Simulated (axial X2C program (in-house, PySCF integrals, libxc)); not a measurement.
**CoCN: the levels of the configuration d7 s1**

Computed with an axial X2C code built on PySCF integrals: two-component X2C with atomic mean-field Coulomb and Gaunt terms, basis Co dyall-v2z, C dyall-v2z, N dyall-v2z (cores contracted in-house). Orbitals come from Hartree–Fock averaged over the configuration Co d7 s1; CI then distributes these electrons over the d, s shells of Co.

Co–C–N held linear, bonds 2.074 and 1.160 Å (the second held) (near the minimum of the configuration average).

Active spinors (ω > 0):

| shell | ω | ε (eV) | character |
| --- | --- | --- | --- |
| d | 3/2 | -12.14 | 100% Co d |
| d | 5/2 | -11.99 | 100% Co d |
| d | 1/2 | -11.87 | 99% Co d |
| d | 3/2 | -11.77 | 99% Co d |
| d | 1/2 | -11.36 | 95% Co d |
| s | 1/2 | -4.03 | 60% Co s, 34% Co p, 4% C p |

Lowest levels of this model:

```csv
Ω,energy (cm⁻¹),g∥,μ (D),configuration
5,0,14.01,-5.10,100% d7 s1
4,323,10.03,-5.10,100% d7 s1
3,659,6.06,-5.10,100% d7 s1
2,1010,2.11,-5.10,100% d7 s1
0,1312,0.00,-5.13,100% d7 s1
1,1333,2.05,-5.12,100% d7 s1
1,1409,0.34,-5.11,100% d7 s1
2,1502,7.19,-5.13,100% d7 s1
3,1935,9.74,-5.12,100% d7 s1
2,2299,6.40,-5.12,100% d7 s1
0,2318,0.00,-5.12,100% d7 s1
1,2322,3.07,-5.12,100% d7 s1
4,2672,11.97,-5.11,100% d7 s1
0,2774,0.00,-5.12,100% d7 s1
1,2792,4.92,-5.12,100% d7 s1
3,3076,8.20,-5.11,100% d7 s1
2,3374,4.30,-5.11,100% d7 s1
0,3712,0.00,-5.11,100% d7 s1
0,3735,0.00,-5.11,100% d7 s1
4,5783,10.01,-5.29,98% d7 s1
3,6331,6.04,-5.29,98% d7 s1
0,6792,0.00,-5.30,98% d7 s1
0,8097,0.00,-5.24,98% d7 s1
0,8442,0.00,-5.26,98% d7 s1
4,20628,9.98,-5.24,98% d7 s1
5,22477,11.99,-5.13,100% d7 s1
```

g∥ is the magnitude of 2⟨Lz + ge Sz⟩ for the +Ω component. μ is positive if the N end is positive.

(1) From Ω and g∥ of the lowest level, whose 2⟨Lz + ge Sz⟩ is positive, find ⟨Sz⟩ and ⟨Lz⟩ (ge = 2.0023).

Occupations of the active spinors in the lowest level by ω, shell by shell in order of energy: -5/2: 0.00; -3/2: 0.97 0.03; -1/2: 0.98 0.02 0.00; 1/2: 1.00 1.00 1.00; 3/2: 1.00 1.00; 5/2: 1.00. The leading determinant has weight 0.95 among 9.

This point took 0.39 s on 1 thread of Arm Neoverse V1, on a shared host.

Dynamic correlation is missing, so gaps between terms are too wide and other configurations may lie lower; the lowest level listed is that of this model, not necessarily the ground state. For d shells the ligand-field splittings (σ, π, δ) and their order can be off by a thousand cm⁻¹ or more. At most 4 roots were kept for each Ω > 0 (twice that for Ω = 0) within 3.2 eV of the lowest, so higher up levels can be missing between those listed; levels with Ω > 0 are doubly degenerate and listed once, Ω = 0 levels singly. The molecule was held linear; bending was not examined.

Answers

(1) Ω = ⟨Lz⟩ + ⟨Sz⟩ = 5 and ⟨Lz⟩ + ge⟨Sz⟩ = 7.005, so ⟨Sz⟩ = 2.00 and ⟨Lz⟩ = 3.00.
